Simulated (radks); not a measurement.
Cd, configuration [Kr] 4d9.5 5s2 5p0.5 (fractional occupations, a model configuration). Calculated with a radial shooting solver on a logarithmic mesh with Libxc functionals: scalar-relativistic Kohn-Sham, r2SCAN, spin-polarised, spherical densities, finite nucleus; open shells are filled with parallel spins first (spin-orbit coupling, left out, can overturn this in heavy ions); meta-GGA in the generalised Kohn-Sham scheme; Fermi nuclear charge, rms radius 4.6087 fm.

Normalised radial functions P(r) = r R(r), r in bohr:

| r | 4p down | 5p up | 5p down |
|---|---|---|---|
| 0.001911 | 0.0026 | 0.0005 | 0.0006 |
| 0.002589 | 0.0045 | 0.0009 | 0.0010 |
| 0.003481 | 0.0075 | 0.0015 | 0.0017 |
| 0.004718 | 0.0129 | 0.0026 | 0.0029 |
| 0.006394 | 0.0219 | 0.0045 | 0.0050 |
| 0.008597 | 0.0365 | 0.0074 | 0.0082 |
| 0.01165 | 0.0605 | 0.0123 | 0.0137 |
| 0.01579 | 0.0980 | 0.0200 | 0.0221 |
| 0.02123 | 0.1516 | 0.0309 | 0.0342 |
| 0.02877 | 0.2260 | 0.0460 | 0.0510 |
| 0.03868 | 0.3114 | 0.0634 | 0.0703 |
| 0.05242 | 0.3902 | 0.0794 | 0.0880 |
| 0.07105 | 0.4129 | 0.0838 | 0.0929 |
| 0.09552 | 0.3181 | 0.0640 | 0.0710 |
| 0.1295 | 0.0557 | 0.0101 | 0.0112 |
| 0.1755 | -0.3230 | -0.0671 | -0.0744 |
| 0.2359 | -0.6068 | -0.1229 | -0.1363 |
| 0.3197 | -0.5316 | -0.1021 | -0.1132 |
| 0.4298 | -0.0020 | 0.0125 | 0.0140 |
| 0.5825 | 0.7342 | 0.1582 | 0.1754 |
| 0.7895 | 1.1572 | 0.2034 | 0.2252 |
| 1.061 | 1.0271 | 0.0811 | 0.0892 |
| 1.439 | 0.5900 | -0.1555 | -0.1731 |
| 1.934 | 0.2282 | -0.3805 | -0.4216 |
| 2.621 | 0.0540 | -0.5175 | -0.5673 |
| 3.552 | 0.0075 | -0.5177 | -0.5466 |
| 4.776 | 0.0006 | -0.4051 | -0.3853 |
| 6.473 | 0.0000 | -0.2436 | -0.1815 |
| 8.772 | 0.0000 | -0.1090 | -0.0537 |
| 11.79 | 0.0000 | -0.0347 | -0.0136 |

4p down: eigenvalue -72.051 eV, 2 radial nodes at r = 0.136, 0.430 bohr, <r> = 0.959 bohr, 90 % of the charge inside 1.42 bohr. 5p up: eigenvalue -2.031 eV, 3 radial nodes at r = 0.135, 0.419, 1.19 bohr, <r> = 3.97 bohr, 90 % of the charge inside 6.23 bohr. 5p down (empty): eigenvalue -1.222 eV, 3 radial nodes at r = 0.135, 0.419, 1.19 bohr, <r> = 3.55 bohr, 90 % of the charge inside 5.33 bohr.
